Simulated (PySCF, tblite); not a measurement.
Species: C₃H₁₁NOSi₂.
Z-matrix (Å and degrees, GFN2-xTB geometry), rows numbered from 1:
```
C 
C   1  1.3221
C   2  1.4838  1  124.90
Si  3  1.9237  2  111.04  1  -100.82
O   4  1.6375  3  109.76  2   -56.42
Si  4  2.2950  3  113.18  2    59.10
N   6  1.7241  4  105.93  3  -165.03
H   1  1.0779  2  121.47  3    -2.30
H   1  1.0767  2  122.18  3   178.16
H   2  1.0833  1  119.64  3  -177.59
H   3  1.0916  2  109.72  1   137.99
H   3  1.0890  2  110.09  1    19.85
H   4  1.4772  3  103.75  2  -170.98
H   5  0.9547  4  122.39  3   -51.79
H   6  1.4779  4  113.99  3   -39.20
H   6  1.4693  4  113.54  3    81.94
H   7  1.0072  6  118.17  4    44.86
H   7  1.0075  6  119.67  4  -176.71
```

Theory: B3LYP/def2-SVPD in PySCF (dipole) on a GFN2-xTB geometry, gas phase.

Take the most abundant isotopes and a rigid rotor. The values belong to one conformer with, in the numbering `[CH2:1]=[CH:2][CH2:3][Si@@H:4]([OH:5])[SiH2:6][NH2:7]`, C1–C2–C3–Si4 -101°, C2–C3–Si4–O5 -56°, C3–Si4–O5–H -52°, C3–Si4–Si6–N7 -165°, Si4–Si6–N7–H 45° and -177°.

Q: Give the principal moments of inertia and the rotational constants in MHz.

A: Ia = 210.98, Ib = 455.87, Ic = 567.29 u·Å²; 505379 MHz·u·Å²/I gives A = 2395, B = 1109, C = 890.9 MHz.

Q: What kind of rotor is it?

A: An asymmetric top: κ = (2 × 1109 − 2395 − 890.9)/(2395 − 890.9) = -0.71.

Q: What does the inertial defect say?

A: Not planar: Δ = Ic − Ia − Ib = -99.56 u·Å². For a rigid frame Δ = −2 Σ m c², so Σ m c² = 49.78 u·Å² lies off the ab plane: 15.23 from hydrogen and 34.55 from heavier atoms. The atom farthest from that plane is 1.65 Å away.

Q: Give the coordinates in the principal-axis frame, origin at the centre of mass.

A: The sense of each axis is arbitrary; atoms in the order of the calculation.
```csv
atom,mass (u),a (Å),b (Å),c (Å)
C1,12.000,-2.540,-1.579,0.460
C2,12.000,-2.348,-0.271,0.425
C3,12.000,-1.818,0.478,-0.741
Si4,27.977,0.047,0.888,-0.509
O5,15.995,0.261,1.723,0.883
Si6,27.977,1.356,-0.978,-0.239
N7,14.003,2.867,-0.412,0.370
H8,1.008,-2.350,-2.199,-0.401
H9,1.008,-2.900,-2.082,1.342
H10,1.008,-2.546,0.324,1.309
H11,1.008,-2.381,1.404,-0.871
H12,1.008,-1.939,-0.110,-1.650
H13,1.008,0.346,1.807,-1.626
H14,1.008,-0.243,2.506,1.093
H15,1.008,0.736,-2.031,0.592
H16,1.008,1.716,-1.630,-1.506
H17,1.008,2.855,0.271,1.110
H18,1.008,3.620,-1.064,0.518
```

Q: Predict some low-J microwave lines.

A: The dipole components are |μa| = 0.48 D, |μb| = 0.89 D, |μc| = 0.64 D. The squared components, which scale the intensities, stand as 0.29 : 1.00 : 0.51 (a : b : c). Some lines, for components of 0.1 D or more:

```
type  branch         J(Ka,Kc)    MHz  lower level (cm⁻¹)
   b       R  4(2,2) ← 3(3,1)   1344               0.820
   c       Q  4(2,3) ← 4(1,3)   3152               0.747
   b       Q  5(2,3) ← 5(1,4)   3470               1.095
   c       Q  3(2,2) ← 3(1,2)   3551               0.468
   b       Q  5(1,4) ← 5(0,5)   3612               0.974
   c       Q  2(2,1) ← 2(1,1)   3860               0.258
   b       Q  2(2,1) ← 2(1,2)   4514               0.236
   a       R  3(2,2) ← 2(2,1)   5998               0.386
   a       R  4(1,3) ← 3(1,2)   8377               0.468
   b       R  5(1,5) ← 4(0,4)   9966               0.655
   c       R  3(2,1) ← 2(1,1)   9984               0.258
   c       R  4(4,0) ← 3(3,0)  17771               0.820
   b       R  4(4,0) ← 3(3,1)  17773               0.820
```

Its GFN2-xTB frequencies are all real (lowest 16 cm⁻¹). These are rigid-rotor constants of the computed structure; measured ground-state constants (B0) also hold zero-point vibration. A rigid rotor knows nothing of inversion at nitrogen, which can split or shift real lines. Quadrupole hyperfine structure (14N) is left out.
